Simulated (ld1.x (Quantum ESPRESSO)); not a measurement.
**Before and after: TM semilocal potential for Ca (Z = 20)**

ld1.x (Quantum ESPRESSO) 7.5 input, shortened:

```
&input
   title='Ca', zed=20., rel=1, dft='PZ', iswitch=3,
   config='[Ar] 3d0 4s2 4p0'
 /
 &inputp
   pseudotype=1, tm=.true., lloc=2,
   nlcc=.true., new_core_ps=.true., rcore=1.10
 /
3
4S  1  0   2.00   0.00  3.70  3.70  0.0
3P  2  1   6.00   0.00  1.85  1.85  0.0
3D  3  2   0.00   0.00  1.55  1.55  0.0
 &test
   configts(1)='3p6 3d0 4s2 4p0'
 /
```

Change: form changed from semilocal to separable (Kleinman–Bylander), still TM.

Cutoffs: the cutoffs (Ry, on a coarse ladder) from which the occupation-weighted sum of valence levels, in a spherical-Bessel basis at the reference potential, stays within 10 and 1 mRy of its value at 400 Ry; they do not see the model core or the augmentation charge, which bear on the density cutoff. Errors are all-electron minus pseudo energies relative to the spin-unpolarised reference configuration.

Q: Predict the effect on cutoff, ghosts and configuration errors.

A: The potential gets neither clearly harder nor softer (30 Ry and 50 Ry → 30 Ry and 45 Ry); a bound ghost appears in s, which as a rule spoils a file; of the 9 tests that both files solve, the error grows in 5 and shrinks in 1 by more than 15 % and 0.3 meV (median size 9.2 → 5.6 meV); the range in which the p phases agree widens (upper end 2.1 → at the end of the scan). In the semilocal form every listed channel keeps its own potential, so the choice of the local channel does not act on these tests. It acts once the file is put into the separable form. A semilocal file is local in each channel, so a ghost entry of none says nothing of the separable form that plane-wave codes build from it.

```tsv
quantity	base	changed
cutoff, loose	30 Ry	30 Ry
cutoff, tight	50 Ry	45 Ry
bound ghosts	none	s
error for 3p6 3d0 4s1 4p0, meV [ΔE 6.46 eV]	+3.4	+5.6
error for 3p6 3d0 4s0 4p0, meV [ΔE 18.41 eV]	-9.5	-9.6
error for 3p6 3d0 4s1.5 4p0, meV [ΔE 2.57 eV]	+0.9	+1.4
error for 3p6 3d0 4s1 4p1, meV [ΔE 2.49 eV]	+9.2	-4.4
error for 3p6 3d0 4s0 4p2, meV [ΔE 5.12 eV]	+15	-18
error for 3p6 3d1 4s1 4p0, meV [ΔE 2.24 eV]	-32	-32
error for 3p6 3d1 4s0 4p0, meV [ΔE 7.80 eV]	-82	-83
error for 3p6 3d0 4s1 4p0 (spin-polarised), meV [ΔE 6.25 eV]	+1.3	+2.7
error for 3p6 3d0 4s1.5 4p0 (spin-polarised), meV [ΔE 2.53 eV]	+0.7	+1.2
s: phases at 4.00 bohr within 0.05 rad from the reference energy up to (Ry; the scan ends near 5)	0.9	0.5
p: phases at 4.00 bohr within 0.05 rad from the reference energy up to (Ry; the scan ends near 5)	2.1	to the end of the scan
d: phases at 4.00 bohr within 0.05 rad from the reference energy up to (Ry; the scan ends near 5)	2.9	2.9
```

Base: The cutoffs count occupied waves only; the empty 3d level needs 60 Ry at the loose tolerance. Changed file: The cutoffs count occupied waves only; the empty 3d level needs 60 Ry at the loose tolerance. A true bound ghost makes a file unfit for plane-wave use even where its test errors are small: the radial tests pick states by their node count and pass the ghost by.
